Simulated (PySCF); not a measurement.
Compound: C5H3NO (charge +1 and doublet state).
Geometry (GFN2-xTB, Å), atoms numbered from 1 in this order:
```xyz
10
C5H3NO angstrom
C      2.670   -0.673    0.246
C      1.490   -0.405    0.124
C      0.153   -0.097   -0.026
C     -0.477    1.135   -0.380
N     -1.779    0.942   -0.278
C     -1.965   -0.309    0.081
O     -0.836   -0.957    0.284
H      3.698   -0.911    0.340
H     -0.029    2.080   -0.629
H     -2.916   -0.800    0.215
```

The species is `[CH+]=[C]c1cnco1` [radical] (charge +1).

Theory: UKS B3LYP, pcH-1 on C H N O, non-relativistic, mean-field spin-orbit, GIAO (PySCF). Isolated species at its GFN2-xTB geometry, gas phase. A GFN2-xTB geometry isn't a minimum of the functional, and hyperfine couplings can be far from their values at a DFT geometry, by a factor of two or more for some ions and for spin on atoms past the first row. No stability test was run, so a lower SCF solution isn't excluded.

Largest spin populations (Mulliken): C1 (+0.42), C6 (+0.29), C3 (+0.28) and C4 (+0.21). Four atoms exceed +0.15. The positive populations add up to 1.21 and the negative ones to -0.21, together 2S = 1.

(1) McConnell's relation a(H) = Q·ρ ties the coupling of a proton on a planar π carbon to the spin population of that carbon. What Q do the computed values give?

## Answers

(1) 
```tsv
H	C	ρ(C)	a(H) (G)	a/ρ (G)
H9	C4	+0.209	-6.75	-32.4
H10	C6	+0.295	-9.61	-32.6
```

A least-squares line through the origin gives Q = -32.5 G with Mulliken populations. In McConnell's picture π spin on carbon polarises the C–H bond and leaves opposite spin at the proton, which makes Q negative, as found here.

Couplings in gauss use g_iso = 2.0026.

The SMILES draws the unpaired electron on C2; the largest computed Mulliken spin population is on C1 (0.42 against -0.08).
